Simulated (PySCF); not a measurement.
A species of formula C4H12NPSi2 has this rotational fingerprint, computed with PBE0/pcSseg-1 in PySCF (dipole) on a GFN2-xTB geometry, gas phase:

```
Rotational constants : A = 1602, B = 486.9, C = 388.6 MHz
Dipole components    : |μa| = 2.47 D, |μb| = 0.95 D, |μc| = 1.00 D
Inertial defect      : -52.68 u·Å²
κ                    : -0.84
```

Task: Which candidate fits, each taken in the one conformer that was computed?
A. `[H]/[N:1]=[CH:2]\[CH:3]1[CH2:4][SiH2:5][PH:6][SiH2:7][CH2:8]1` with N1–C2–C3–C4 -119°, C2–C3–C4–Si5 168°, C3–C4–Si5–P6 56°, C4–Si5–P6–Si7 -36°, Si5–P6–Si7–C8 36°
B. `[CH3:1][C:2]#[C:3][Si@H:4]([PH2:5])[CH2:6][NH:7][SiH3:8]` with C3–Si4–P5–H 46° and -47°, C3–Si4–C6–N7 -178°, Si4–C6–N7–Si8 150°
C. `[CH2:1]=[CH:2][N:3]1[CH2:4][SiH2:5][Si@H:6]([PH2:7])[CH2:8]1` with C1–C2–N3–C4 149°, Si5–Si6–P7–H 69° and -24°, C2–N3–C4–Si5 -86°, N3–C4–Si5–Si6 -29°, C4–Si5–Si6–P7 116°, Si5–Si6–C8–N3 27°
D. `[NH2:1][Si@@H:2]([PH2:3])[C@H:4]1[CH2:5][CH:6]=[CH:7][SiH2:8]1` with H–N1–Si2–P3 -173° and 46°, N1–Si2–P3–H -85° and -178°, N1–Si2–C4–C5 -67°, Si2–C4–C5–C6 140°, C4–C5–C6–C7 -9°, C6–C7–Si8–C4 6°, Si2–C4–Si8–C7 -135°
E. `[NH2:1][Si@@H:2]([PH2:3])[C@@H:4]1[CH2:5][CH:6]=[CH:7][SiH2:8]1` with H–N1–Si2–P3 178° and 40°, N1–Si2–P3–H 148° and 55°, N1–Si2–C4–C5 -61°, Si2–C4–C5–C6 -140°, C4–C5–C6–C7 9°, C6–C7–Si8–C4 -6°, Si2–C4–Si8–C7 137°

Result: B. It is CC#C[Si@H](P)CN[SiH3], an asymmetric top, point group C1. The candidates at the same level (rigid rotor, commonest isotopes):

```
                       SMILES  A (MHz)  B (MHz)  C (MHz)  μa (D)  μb (D)  μc (D)  Δ (u·Å²)  point group                        rotor
   [H]/N=C\C1C[SiH2]P[SiH2]C1     1926    772.5    590.8    0.62    0.00    0.49    -61.12           Cs               asymmetric top
 N[Si@@H](P)[C@H]1CC=C[SiH2]1     2165    721.0    627.4    0.12    0.83    0.04   -128.82           C1               asymmetric top
N[Si@@H](P)[C@@H]1CC=C[SiH2]1     1795    746.5    706.3    0.30    2.02    0.28   -243.04           C1  near-prolate asymmetric top
        CC#C[Si@H](P)CN[SiH3]     1602    486.9    388.6    2.47    0.95    1.00    -52.68           C1               asymmetric top
      C=CN1C[SiH2][Si@H](P)C1     1430     1045    755.6    1.10    1.47    0.25   -168.27           C1               asymmetric top
```

`N[Si@@H](P)[C@@H]1CC=C[SiH2]1` has C 82 % too high; `N[Si@@H](P)[C@H]1CC=C[SiH2]1` has C 61 % too high; `[H]/N=C\C1C[SiH2]P[SiH2]C1` has B 59 % too high; `C=CN1C[SiH2][Si@H](P)C1` has B 115 % too high. No structure here is proved a minimum.
